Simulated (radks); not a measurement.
These are the eigenvalues of the occupied orbitals of an atom or ion with whole-number occupations (eV). All-electron calculation, non-relativistic Kohn-Sham, PBE, spin-polarised, spherical densities, point nucleus. Program: a radial shooting solver on a logarithmic mesh with Libxc functionals.

1s up: -42.0386

Which element is it, and in what charge state? The configuration may be excited. Open shells, if any, are filled with parallel spins first.

Answer. Z = 2, helium, charge +1: He+ in 1s1. The 1s level, -1.5449 hartree, gives Z - s = 1.8 by -(Z - s)^2/2, which with screening narrows Z to a few neighbours, and with so few levels the electron count can be read from the list.
